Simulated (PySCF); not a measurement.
Cl3HOTi, SMILES [OH][Ti]([Cl])([Cl])[Cl] (connectivity only; charge and spin as stated), charge -1, multiplicity 2.

Geometry optimised at B3LYP-D3(BJ)/def2-SVPD. The multiplicity is an assumed one; other spin states were not compared. The isomer is the one that the SMILES or the coordinates give; other isomers of the formula were not compared. Other conformers were not sampled.

Calculation: B3LYP-D3(BJ)/def2-SVPD run with PySCF.

Frequencies are harmonic and unscaled.

| mode | ν (cm⁻¹) | IR (km/mol) | moving atoms (share of kinetic energy) |
|---|---|---|---|
| 1 | 79 | 2.6 | Cl 85 % |
| 2 | 83 | 0.2 | Cl 69 %, O 25 % |
| 3 | 111 | 0.5 | Cl 42 %, O 22 %, H 20 %, Ti 15 % |
| 4 | 117 | 6.6 | Cl 57 %, Ti 30 %, O 12 % |
| 5 | 146 | 1.7 | O 49 %, Cl 32 %, H 10 %, Ti 9 % |
| 6 | 247 | 111.8 | H 72 %, O 23 % |
| 7 | 307 | 28.2 | Cl 80 %, Ti 15 % |
| 8 | 357 | 156.6 | Ti 54 %, Cl 46 % |
| 9 | 365 | 137.9 | Ti 51 %, Cl 44 % |
| 10 | 509 | 175.9 | H 81 %, O 15 % |
| 11 | 677 | 199.6 | O 67 %, Ti 28 % |
| 12 | 3854 | 58.5 | H 94 % |
